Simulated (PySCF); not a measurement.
Question: What does the PBE0-D3(BJ)/def2-SVP structure of InChI=1S/C7H7BrSe/c1-9-7-4-2-6(8)3-5-7/h2-5H,1H3 look like in three dimensions?

Answer: 
Z-matrix in Å and degrees, rows numbered from 1:
```
C 
Se  1  1.9340
C   2  1.9006  1  100.29
C   3  1.3983  2  124.03  1     3.37
C   4  1.3941  3  120.54  2   179.73
C   5  1.3919  4  119.82  3    -0.17
Br  6  1.8868  5  119.87  4  -179.97
C   6  1.3953  5  120.35  4     0.12
C   8  1.3898  6  119.58  5     0.02
H   1  1.0983  2  105.77  3   178.12
H   1  1.0984  2  110.99  3    59.97
H   1  1.0985  2  111.26  3   -63.72
H   4  1.0907  3  120.94  2    -0.24
H   5  1.0914  4  120.08  3   179.92
H   8  1.0914  6  120.14  5   179.90
H   9  1.0934  3  120.11  2     0.50
```

The C–Se distances run from 1.901 Å (Se2–C3, drawn single) to 1.934 Å (C1–Se2, drawn single), a spread of 0.033 Å. The 6-membered ring C3–C4–C5–C6–C8–C9 has internal angles of 118.9° to 120.8° (sum 720°, against 720° for a flat polygon); it is planar, 0.00 Å rms from its mean plane, widest ring torsion 0°. Of the pairs four or more bonds apart, C1···H13 is among the closest relative to their van der Waals radii: 2.58 Å, 89 % of the sum of Bondi's values.

Method used: PySCF, PBE0-D3(BJ)/def2-SVP geometry optimisation, gas phase.

Point group: near Cs, missed by 0.10 Å at most; the miss may be what the optimiser left on a soft mode. PBE0-D3(BJ)/def2-SVP frequencies: not computed here. The numbers are those of one conformer (C1–Se2–C3–C4 3°).
